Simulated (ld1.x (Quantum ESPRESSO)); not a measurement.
**What one change does to a pseudopotential (Tc, TM)**

ld1.x (Quantum ESPRESSO) 7.5 input, shortened:

```
&input
   title='Tc', zed=43., rel=1, dft='PBE', iswitch=3,
   config='[Kr] 4d5 5s2 5p0'
 /
 &inputp
   pseudotype=2, tm=.true., lloc=1,
   nlcc=.true.
 /
3
5S  1  0   2.00   0.00  2.30  2.30  0.0
4D  3  2   5.00   0.00  2.30  2.30  0.0
5P  2  1   0.00   0.00  2.95  2.95  0.0
 &test
   configts(1)='4d5 5s2 5p0'
 /
```

Change: reference 4d5 5s0 5p0.

Cutoffs: the cutoffs (Ry, on a coarse ladder) from which the occupation-weighted sum of valence levels, in a spherical-Bessel basis at the reference potential, stays within 10 and 1 mRy of its value at 400 Ry; they do not see the model core or the augmentation charge, which bear on the density cutoff. Errors are all-electron minus pseudo energies relative to the spin-unpolarised reference configuration.

What does the change do?

The potential gets neither clearly harder nor softer (35 Ry and 45 Ry → 35 Ry and 40 Ry); the number of tests that count goes from 7 to 6; the range in which the d phases agree narrows (upper end 0.3 → -0.7); neither file shows a bound ghost at the reference potential, the only one tested.

| quantity | base | changed |
| --- | --- | --- |
| cutoff, loose | 35 Ry | 35 Ry |
| cutoff, tight | 45 Ry | 40 Ry |
| bound ghosts | none | none |
| tests counted (converged, no solver errors) | 7 of 7 | 6 of 7 |
| s: phases at 3.18 bohr within 0.05 rad from the reference energy up to (Ry; the scan ends near 5) | 0.8 | 0.1 |
| p: phases at 3.18 bohr within 0.05 rad from the reference energy up to (Ry; the scan ends near 5) | 2.1 | 1.3 |
| d: phases at 3.18 bohr within 0.05 rad from the reference energy up to (Ry; the scan ends near 5) | 0.3 | -0.7 |

Changed file: Tests not counted: 4d4 5s0 5p0 (solver errors, printed error -265 meV).
